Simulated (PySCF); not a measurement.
Computed IR spectrum (relative IR intensity) of a molecule C₃H₅ClOSi. Geometry optimised at PBE-D3(BJ)/def2-SVP. The values are those of a single conformer. These are PBE-D3(BJ)/def2-SVP (PySCF) values and carry that method's errors. Frequencies are harmonic and unscaled.

Lines under 2 % of the strongest are left out, and lines within 2 cm⁻¹ are merged.

```csv
ν (cm⁻¹),relative intensity
461,23
541,41
612,4.1
654,15
710,12
722,14
741,5.3
830,92
843,10
901,21
1006,27
1150,33
1168,3.0
1250,18
1295,8.2
1384,6.0
1571,100
2186,62
2990,5.0
3109,5.3
```

Problem. Which molecule gave these data?
A) ClC1=C[SiH2]OC1
B) C=C1OC[Si@H]1Cl
C) Cl[Si@@H]1C=COC1
D) Cl[SiH2]C1=CCO1

Solution. C, Cl[Si@@H]1C=COC1
